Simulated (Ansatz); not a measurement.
Input file for Ansatz (a first-principles code): R-SVWN5/def2-TZVPP on GeH2S (SMILES [SH][GeH]), a point of a torsion scan.

Ansatz 0.2 input:
```yaml
crystal:
  periodic: [false, false, false]
  atoms:
    - {symbol: S, position_ang: [-1.10626893, 0.52919753, 0.49399398]}
    - {symbol: Ge, position_ang: [0.93433155, 0.66032983, -0.49376236]}
    - {symbol: H, position_ang: [-1.42136139, -0.52966177, -0.24404453]}
    - {symbol: H, position_ang: [1.70169108, -0.32546720, 0.59638485]}
basis:
  gaussian:
    orbitals: def2-TZVPP
hamiltonian:
  xc: {name: SVWN5}
scf: {lower_state_search: off}
```

The log:

```
WARN ansatz: RAYON_NUM_THREADS=1 ignored (pool sized by the plan → 1); use --threads N
Functional definition: SVWN5
these checks for a lower state are left out or cut short: stability, starts, cluster_reference, orbital_swaps, neighbouring_geometries, increment
integrals: 0.04 GiB planned
760 factors; their error is unknown
mean field: 0.29 GiB planned
mean field evaluation 1: about -67260.7109 eV, gradient 3.3e1 eV
mean field evaluation 2: about -67233.2523 eV, gradient 8.7e1 eV
mean field evaluation 4: about -67262.5666 eV, gradient 4.0e0 eV
mean field evaluation 8: about -67262.6180 eV, gradient 8.0e-2 eV
mean field evaluation 16: about -67262.6030 eV, gradient 2.3e-5 eV
mean field -67262.60298188 eV, -2471.8550673544 hartree, gradient 1.3e-6 eV, S^2 0.000000; 0 other end points of the search recorded, 0 dependent functions left out
reference -67262.60300789 eV, -2471.8550683103 hartree; 25, 25 occupied and 93, 93 virtual orbitals, 760 factors
Total energy: -67262.60300789 eV, -2471.8550683103 hartree
Checks for a lower state left out: stability, starts, cluster_reference, orbital_swaps, neighbouring_geometries, increment
```

The run converged.

Cost: very roughly 0.6 core-seconds.
